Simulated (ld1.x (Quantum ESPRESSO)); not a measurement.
**Co (Z = 27), ultrasoft: configuration errors across variants**

```json
{
  "Element": "Co (Z = 27)",
  "Generator": "ld1.x (Quantum ESPRESSO) 7.5",
  "Type": "ultrasoft",
  "Functional": "LDA (PZ)",
  "Relativity": "scalar-relativistic",
  "Frozen core": "[Ne]",
  "Valence charge": "17",
  "Reference configuration": "3s2 3p6 3d7 4s1 4p1",
  "Partial waves": "3s (bound): rcut 1.30, rcutus 1.50 bohr; 4s (bound): rcut 1.30, rcutus 1.50 bohr; 3p (bound): rcut 1.10, rcutus 1.15 bohr; 4p (bound): rcut 1.10, rcutus 1.15 bohr; 3d (bound): rcut 0.90, rcutus 1.15 bohr; 3d channel at 0.2 Ry: rcut 0.90, rcutus 1.15 bohr",
  "Local potential": "all-electron potential smoothed inside 1.25 bohr (lloc = -2)",
  "Core correction": "a·sin(br)/r model core inside 0.65 bohr",
  "Augmentation charge": "PSQ, radius 0.95 bohr"
}
```

All-electron excitation energies from the reference (eV): (1) 3s2 3p6 3d7 4s2 4p0 -4.429; (2) 3s2 3p6 3d7 4s1 4p0 4.867; (3) 3s2 3p6 3d7 4s0 4p0 21.952; (4) 3s1 3p6 3d7 4s2 4p0 105.563; (5) 3s2 3p6 3d6 4s2 4p0 11.031; (6) 3s2 3p6 3d5 4s0 4p0 113.792; (7) 3s2 3p6 3d7 4s1.5 4p0 -0.707; (8) 3s2 3p6 3d7 4s1 4p1 spin -2.992; (9) 3s2 3p6 3d7 4s2 4p0 spin -6.412.

Spin tests fill each open shell by Hund’s rule, majority spin first.

The overlap operator is not positive definite (basis up to 400 Ry) in “all radii but the core radius scaled by about 0.84 (s 1.26, p 0.96, d 0.96 bohr, rcut 1.10/0.92/0.76); local potential all-electron potential smoothed inside 1.04 bohr (lloc = -2); augmentation PSQ, radius 0.80 bohr”. Such files are unfit for use, however small their errors in these radial tests.

4 further variants failed, have other tests or too few solved ones, and are left out.

Errors AE − PS in meV (a dash: test not solved or not reliable):

```tsv
change	(1)	(2)	(3)	(4)	(5)	(6)	(7)	(8)	(9)	bound ghosts
base	-5.2	-0.7	-6.6	-92	-20	+54	-2.8	+218	+174	none
all radii but the core radius scaled by about 0.84 (s 1.26, p 0.96, d 0.96 bohr, rcut 1.10/0.92/0.76); local potential all-electron potential smoothed inside 1.04 bohr (lloc = -2); augmentation PSQ, radius 0.80 bohr	–	–	–	–	–	–	–	–	–	not determined (overlap not positive)
all radii but the core radius scaled by about 1.23 (s 1.84, p 1.42, d 1.42 bohr, rcut 1.60/1.34/1.10); local potential all-electron potential smoothed inside 1.54 bohr (lloc = -2); augmentation PSQ, radius 1.16 bohr	–	–	–	–	–	–	–	–	–	none
```

**Question.** Give the same row for: all radii but the core radius scaled by about 1.13 (s 1.70, p 1.30, d 1.30 bohr, rcut 1.48/1.26/1.02); local potential all-electron potential smoothed inside 1.42 bohr (lloc = -2); augmentation PSQ, radius 1.08 bohr.

**Answer.** –, –, –, –, –, –, –, –, –; bound ghosts: none.
